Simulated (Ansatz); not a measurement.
A nudged elastic band was laid between two geometries of Cl2GaH + H4Si (9 atoms, charge 0, multiplicity 1).

Level of theory: Ansatz, RKS PBE0/def2-SVP.

```json
{
 "movable images": "7",
 "climbing image": "yes",
 "spring": "5.0 eV/Å²",
 "optimiser": "quadratic models (default)",
 "start path": "through a guess of the saddle point",
 "force threshold": "0.03 eV/Å",
 "iteration limit": "60",
 "end points": "relaxed"
}
```

Initial state:

```xyz
9
Properties=species:S:1:pos:R:3
Ga -0.044 0.356 0.146
H 0.203 1.325 1.331
Cl 1.573 -0.362 -1.092
Cl -1.999 0.040 -0.694
Si 0.173 -2.780 1.129
H -0.280 -3.072 -0.254
H 1.624 -3.039 1.325
H -0.653 -3.498 2.139
H -0.052 -1.304 1.412
```

Final state:

```xyz
9
Properties=species:S:1:pos:R:3
Ga -0.118 -0.810 -0.334
H 0.545 0.625 1.862
Cl 1.512 0.341 -1.149
Cl -2.053 0.059 -0.709
Si 0.166 -2.923 0.754
H -0.129 -4.010 -0.227
H 1.569 -3.056 1.247
H -0.788 -3.015 1.899
H -0.160 0.454 2.100
```

Q: Which bonds break or form, and what moves?

A: Bonds broken: Ga1–H2, Si5–H9. Bonds formed: Ga1–Si5, H2–H9. Cl2GaH + H4Si becomes Cl2GaH3Si + H2.

Q: Give the energies along the band, and the barrier.

A: It converged. The highest image is number 3 of 0 to 8, 1.87 eV above the first end and 1.83 eV above the last; the last end lies 0.04 eV above the first. Neighbouring images differ by up to 1.5 eV, so the band resolves the path poorly. A vibrational analysis at the climbing image gives one clearly imaginary mode, 1365i cm⁻¹, and a faint second one (38i cm⁻¹) that may be numerical noise or a soft torsion: probably a first-order saddle point. The orbitals stay closed-shell, which can raise the energy where a bond breaks towards radicals; this wasn't checked here.

| image | path coordinate (Å) | energy (eV) | Ga1–H2 (Å) | Si5–H9 (Å) | Ga1–Si5 (Å) |
| --- | --- | --- | --- | --- | --- |
| 0 | 0.00 | 0.00 | 1.55 | 1.52 | 3.29 |
| 1 | 0.73 | 0.02 | 1.55 | 1.51 | 3.33 |
| 2 | 1.45 | 0.41 | 1.55 | 1.54 | 3.03 |
| 3 | 2.18 | 1.87 | 1.72 | 1.95 | 2.61 |
| 4 | 2.72 | 0.71 | 2.04 | 2.39 | 2.42 |
| 5 | 3.27 | 0.16 | 2.37 | 2.81 | 2.39 |
| 6 | 3.81 | 0.06 | 2.60 | 3.27 | 2.39 |
| 7 | 4.36 | 0.04 | 2.70 | 3.62 | 2.39 |
| 8 | 4.91 | 0.04 | 2.71 | 3.65 | 2.39 |

Q: What is the geometry of the highest image?

A: 
```xyz
9
Properties=species:S:1:pos:R:3
Ga 0.004 -0.229 -0.019
H -0.002 0.412 1.572
Cl 1.856 0.193 -1.001
Cl -1.924 0.035 -0.911
Si 0.137 -2.636 0.995
H -0.689 -3.345 -0.029
H 1.558 -3.086 0.951
H -0.439 -2.912 2.348
H 0.043 -0.766 1.538
```

Time of the run: 2.8 min on 4 threads of Arm Neoverse V2 (shared host), peak memory 0.29 GiB.
